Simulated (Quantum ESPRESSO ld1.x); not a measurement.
Species: the tin ion Sn4+. Configuration: [Kr] 4d10. Calculated with ld1.x of Quantum ESPRESSO 7.5: scalar-relativistic Kohn-Sham, BLYP, spin-unpolarised, spherical densities, point nucleus.

Normalised radial functions P(r) = r R(r), r in bohr:

```
   r/bohr * 4p, o 4d (the largest magnitude, 1.19, reaches the edge; | marks zero, & curves that meet)
 0.003698                             &
 0.005472                             &
 0.008034                             o*
  0.01189                             o *
   0.0176                             o  *
  0.02604                             o    *
  0.03854                             |o      *
  0.05658                             | o       *
  0.08374                             |    o   *
   0.1239                             |*       o
   0.1834                  *          |           o
   0.2714              *              |         o
   0.3985                            &|
   0.5898             o               |                    *
   0.8728     o                       |                          *
    1.292           o                 |              *
    1.912                     o       |   *
    2.807                           o *
```

4p: eigenvalue -131.84 eV, 2 radial nodes at r = 0.129, 0.406 bohr, <r> = 0.883 bohr, 90 % of the charge inside 1.30 bohr. 4d: eigenvalue -67.526 eV, 1 radial node at r = 0.388 bohr, <r> = 1.07 bohr, 90 % of the charge inside 1.65 bohr.
